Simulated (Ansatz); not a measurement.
Reactions of `N[Si](O)([SiH3])O[SiH3]`.

Program: Ansatz. Geometries: PBE0-D4/def2-TZVP. ΔE: electronic, gas phase. CCSD(T)/CBS adds triple-zeta CCSD(T) − MP2 to the extrapolated MP2 energy (def2 sets, frozen cores). This one scheme is used for every species, atoms too. No spin–orbit coupling; open shells (•) take unrestricted orbitals. Spin–orbit coupling would lower the free atoms: a little for O, Si. One conformer a species, not always the lowest.

```json
{"reaction": "`N[Si](O)([SiH3])O[SiH3]` → 9 H• + N• + 2 O• + 3 Si•", "MP2/CBS(def2) (eV)": "55.03", "HF/CBS(def2) (eV)": "39.59", "CCSD(T)/CBS(def2) (eV)": "54.48"}
{"reaction": "`N[Si](O)([SiH3])O[SiH3]` → `N[SiH3]` + `O[Si]O[SiH3]`", "MP2/CBS(def2) (eV)": "1.72", "HF/CBS(def2) (eV)": "1.47", "CCSD(T)/CBS(def2) (eV)": "1.67"}
{"reaction": "`N[Si](O)([SiH3])O[SiH3]` + H₂O → `O[Si](O)([SiH3])O[SiH3]` + NH₃", "MP2/CBS(def2) (eV)": "-0.44", "HF/CBS(def2) (eV)": "-0.57", "CCSD(T)/CBS(def2) (eV)": "-0.46"}
{"reaction": "`N[Si](O)([SiH3])O[SiH3]` + H₂ → `N[SiH]([SiH3])O[SiH3]` + H₂O", "MP2/CBS(def2) (eV)": "1.05", "HF/CBS(def2) (eV)": "0.94", "CCSD(T)/CBS(def2) (eV)": "1.00"}
{"reaction": "`N[Si](O)([SiH3])O[SiH3]` → `N[Si]O` + `[SiH3]O[SiH3]`", "MP2/CBS(def2) (eV)": "1.70", "HF/CBS(def2) (eV)": "1.39", "CCSD(T)/CBS(def2) (eV)": "1.64"}
```

Largest T1 diagnostic: 0.014, for `O[Si]O[SiH3]`.
